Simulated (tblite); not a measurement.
Species: C3H6F2GeO.
Structure used (GFN2-xTB), in Å, numbered top down from 1:
```
atom  x, y, z in Å
O1    -0.8372   -1.1230   -0.3603
C2    -1.4907   -0.1906    0.4727
C3    -0.7095    1.0830    0.5078
C4     0.5089    1.1480    0.0019
F5     1.1845    2.3232    0.0529
Ge6    1.5988   -0.2851   -0.7894
F7     1.8173   -1.5013    0.4655
H8    -0.9322   -2.0126   -0.0101
H9    -1.5948   -0.5714    1.4964
H10   -2.4988    0.0084    0.0777
H11   -1.1881    1.9357    0.9682
H12    3.0079    0.2451   -0.9204
H13    1.1294   -1.0588   -1.9808
```

Calculated harmonic vibrations of the isolated species, GFN2-xTB (tblite), most abundant isotopes, no scaling. This tight-binding method is rough: wavenumbers can miss measured ones by several per cent, in bad cases by 10 to 20. Modes of hydrogen on germanium can be 10 to 20 % off. One conformer, not necessarily the lowest. The optimisation stopped once no atom felt more than 0.01 eV/Å.

Lowest wavenumbers of the output (negative numbers stand for imaginary wavenumbers):
```
mode    cm-1
  1     -71.5
  2      76.1
  3     107.6
  4     170.5
  5     195.7
  6     245.2
  7     262.7
  8     306.7
  9     373.5
 10     461.3
```

Task: Is this structure a minimum?

Result: No. 1 mode is imaginary beyond 20i (72i cm⁻¹), so at this level the point lies at or near a first-order saddle.

Task: Which atoms move in the imaginary mode?

Result: 72i: H8 (hydroxyl hydrogen) 71 %, O1 (alcohol oxygen) 10 %. These are shares of the mass-weighted motion.

Task: What is the remedy?

Result: Step along that mode in both directions, optimise again with tighter thresholds and repeat the frequencies. The zero-point energy of this point (50.6 kcal/mol) counts the 32 real modes alone, and thermal corrections from it aren't those of a minimum.
